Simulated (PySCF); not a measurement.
**Spinor energies of Hg⁵³⁺ (mercury, charge +53)**

Start: [Ar] 3d9; 3d3/2 filled at m_j = -1/2, +1/2, +3/2; 3d5/2 filled at m_j = -5/2, -3/2, -1/2, +1/2, +3/2, +5/2. Calculated with PySCF 2.14 in an uncontracted even-tempered set (15 s from 15 bohr⁻², ratio 2.8; 13 p from 19 bohr⁻², ratio 2.8; 8 d from 19 bohr⁻², ratio 2.8; 3 f from 70 bohr⁻², ratio 3): generalised Hartree-Fock with the X2C-1e Hamiltonian and a Gaussian nucleus; one run each with spin-orbit coupling (SO) screened by Boettger's factors, then bare. This is a chosen level, not necessarily the ground level.

```json
{"spinor shell": "1s1/2", "electrons": "2", "ε, screened SO (eV)": "-86656.3", "ε, bare SO (eV)": "-86654.8", "weight of nominal j (bare SO)": "1.000", "rms radius, bare SO (bohr)": "0.0187"}
{"spinor shell": "2s1/2", "electrons": "2", "ε, screened SO (eV)": "-17994.2", "ε, bare SO (eV)": "-17993.9", "weight of nominal j (bare SO)": "1.000", "rms radius, bare SO (bohr)": "0.0754"}
{"spinor shell": "2p1/2", "electrons": "2", "ε, screened SO (eV)": "-17378.3", "ε, bare SO (eV)": "-17423.3", "weight of nominal j (bare SO)": "1.000", "rms radius, bare SO (bohr)": "0.0635"}
{"spinor shell": "2p3/2", "electrons": "4", "ε, screened SO (eV)": "-15418.7", "ε, bare SO (eV)": "-15405.5", "weight of nominal j (bare SO)": "1.000", "rms radius, bare SO (bohr)": "0.0718"}
{"spinor shell": "3s1/2", "electrons": "2", "ε, screened SO (eV)": "-6449.0", "ε, bare SO (eV)": "-6448.9", "weight of nominal j (bare SO)": "1.000", "rms radius, bare SO (bohr)": "0.189"}
{"spinor shell": "3p1/2", "electrons": "2", "ε, screened SO (eV)": "-6176.9", "ε, bare SO (eV)": "-6187.4", "weight of nominal j (bare SO)": "1.000", "rms radius, bare SO (bohr)": "0.180"}
{"spinor shell": "3p3/2", "electrons": "4", "ε, screened SO (eV)": "-5715.6", "ε, bare SO (eV)": "-5712.4", "weight of nominal j (bare SO)": "1.000", "rms radius, bare SO (bohr)": "0.195"}
{"spinor shell": "3d3/2", "electrons": "3", "ε, screened SO (eV)": "-5304.8", "ε, bare SO (eV)": "-5314.0", "weight of nominal j (bare SO)": "0.999", "rms radius, bare SO (bohr)": "0.168"}
{"spinor shell": "3d5/2", "electrons": "6", "ε, screened SO (eV)": "-5205.2", "ε, bare SO (eV)": "-5199.7", "weight of nominal j (bare SO)": "1.000", "rms radius, bare SO (bohr)": "0.173"}
```

| quantity | screened SO | bare SO |
| --- | --- | --- |
| E (hartree) | -17374.51269 | -17376.05157 |
| M_J | 3/2 | 3/2 |
| ⟨J²⟩ | 3.750 | 3.750 |
| ⟨L²⟩ | 6.086 | 6.092 |
| ⟨S²⟩ | 0.836 | 0.841 |

Each row is a mean over spinors that exchange with the open shell spreads, by up to 27.503 eV (3p1/2).

Breit and QED terms are absent; they matter most for the inner s and p1/2 levels.

Densities and radii are taken from the X2C orbitals without a picture-change correction, which distorts them close to the nucleus.
